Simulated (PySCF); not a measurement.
Molecule: `InChI=1S/F6P/c1-7(2,3,4,5)6/q-1`.

Cartesian coordinates in Å; atom numbers follow the order of the lines, from 1:
```xyz
7

F     0.5974    0.4114    1.4550
P     0.0058   -0.0026   -0.0071
F     1.4227   -0.7204   -0.3769
F    -1.4108    0.7156    0.3632
F     0.5563    1.4016   -0.6281
F    -0.5441   -1.4067    0.6147
F    -0.5873   -0.4167   -1.4686
```

Total charge -1.

Geometry PBE0-D3(BJ)/def2-SVP throughout; GIAO in PySCF 2.14, gas phase, one conformer, non-relativistic; equivalent atoms averaged; functional PBE0.

Q: How do the absolute shieldings σ depend on the basis set? (ppm; last column core-seconds on 1 thread of an Arm Neoverse V1, shared host)

A: 
```csv
basis set,functions,F5/F6,F1,F3/F4,F7,P2,core-s
cc-pVDZ,102,271.7,271.7,271.7,271.7,493.4,6.5
def2-SVP,102,278.0,278.0,278.0,278.0,501.5,6.5
aug-cc-pVDZ,165,263.8,263.8,263.9,263.9,466.5,13
cc-pVTZ,214,254.0,254.0,254.0,254.0,449.4,20
def2-TZVP,223,249.1,249.1,249.1,249.2,419.9,25
IGLO-III,254,249.6,249.6,249.6,249.6,438.4,24
```

Q: Which nucleus moves most, in ppm?

A: P2 (phosphorus bonded to 6 F): from 419.9 ppm with def2-TZVP to 501.5 ppm with def2-SVP. The smallest spread is 28.9 ppm, at F7.

Q: Taking the largest basis, IGLO-III (254 functions), as the yardstick, rank the others by their worst heavy-atom deviation.

A: cc-pVTZ 11.0 ppm (214 functions), def2-TZVP 18.5 ppm (223 functions), aug-cc-pVDZ 28.1 ppm (165 functions), cc-pVDZ 55.0 ppm (102 functions), def2-SVP 63.1 ppm (102 functions).

A small basis that lands close on one nucleus may do so by chance; judge by the trend and by all nuclei.
